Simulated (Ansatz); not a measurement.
Cost and result for the atomization energy of CH₇AlN₂ (11 atoms, 11 bonds).

```xyz
11

N     0.253    0.256    1.282
C    -0.707    1.070    0.416
Al    0.531    0.082   -0.713
N     0.012   -1.465   -1.432
H    -0.208   -0.471    1.812
H     0.815    0.815    1.910
H    -0.589    2.132    0.619
H    -1.738    0.775    0.606
H     1.943    0.698   -1.095
H     0.626   -2.103   -1.910
H    -0.938   -1.790   -1.495
```

The species carries charge 0 and has multiplicity 1. The bonds changed during the relaxation, so this is another structure than the one it started from. The structure was optimised at the PBE0-D4/def2-TZVP level. It is one conformer, not always the lowest. Program: Ansatz. All runs use 2 threads of an Arm Neoverse V1 on a shared host. Times are those of one run each, without the atoms' runs, and a repeat can differ threefold. Electronic energies, without spin–orbit coupling; frozen cores. CCSD(T)/CBS adds CCSD(T) − MP2 in def2-TZVPP to the MP2 limit, and its time is that of the two runs behind it. T1 = 0.010. B3LYP takes the VWN-RPA correlation (the form of Gaussian; ORCA's B3LYP/G).

CCSD(T)/CBS is a level of theory with its own doubt, some kJ/mol a heavy atom from the limit and from the frozen cores, so smaller differences don't rank the functionals.

| level | functions | wall time |
| --- | --- | --- |
| LDA (SPW92)/def2-TZVPP | 233 | 1.8 s |
| revPBE-D4/def2-TZVPP | 233 | 2.9 s |
| PBE-D4/def2-TZVPP (with forces) | 233 | 3.6 s |
| PBE0-D4/def2-TZVPP | 233 | 3.9 s |
| BHLYP-D4/def2-TZVPP | 233 | 4 s |
| CCSD(T)/def2-SVP | 95 | 4.3 s |
| B3LYP-D4/def2-TZVPP (with forces) | 233 | 6 s |
| r2SCAN-D4/def2-TZVPP (with forces) | 233 | 6.5 s |
| r2SCANh-D4/def2-TZVPP | 233 | 7 s |
| ωB97X-V/def2-TZVPP | 233 | 12 s |
| MP2/def2-QZVPP | 451 | 29 s |
| CCSD(T)/def2-TZVPP | 233 | 7.1 min |
| CCSD(T)/CBS(def2) | – | 7.6 min |

Problem. What atomization energy does each give, and how far from CCSD(T)/CBS? (Estimate.)

Solution. Ansatz gave: 
```csv
level,atomization (kJ/mol),difference from CCSD(T)/CBS,per bond
LDA (SPW92)/def2-TZVPP,4243.4,509.6,46.3
revPBE-D4/def2-TZVPP,3693.1,-40.7,-3.7
PBE-D4/def2-TZVPP (with forces),3783.0,49.2,4.5
PBE0-D4/def2-TZVPP,3715.5,-18.3,-1.7
BHLYP-D4/def2-TZVPP,3631.3,-102.5,-9.3
CCSD(T)/def2-SVP,3478.5,-255.3,-23.2
B3LYP-D4/def2-TZVPP (with forces),3742.5,8.7,0.8
r2SCAN-D4/def2-TZVPP (with forces),3716.1,-17.7,-1.6
r2SCANh-D4/def2-TZVPP,3693.6,-40.2,-3.7
ωB97X-V/def2-TZVPP,3748.8,15.0,1.4
MP2/def2-QZVPP,3718.1,-15.7,-1.4
CCSD(T)/def2-TZVPP,3619.5,-114.3,-10.4
CCSD(T)/CBS(def2),3733.8,0.0,0.0
```

Leaving LDA and LC-ωPBE aside and taking each functional with its dispersion term where it has one, the values spread over 151.8 kJ/mol, from BHLYP-D4 to PBE-D4. LDA lies +478.4 kJ/mol from PBE without D4, its usual overbinding. In def2-TZVPP, CCSD(T) changes the Hartree–Fock value by +1022.6 kJ/mol (the triples alone add +51.3 kJ/mol) and MP2 by +1052.7 kJ/mol; breaking electron pairs costs correlation energy, which Hartree–Fock lacks. The D4 term adds +28.8 kJ/mol with B3LYP and +15.1 kJ/mol with PBE0; it sums over pairs of atoms, weighted by their polarisabilities, and B3LYP, whose exchange is more repulsive, gets the larger term.
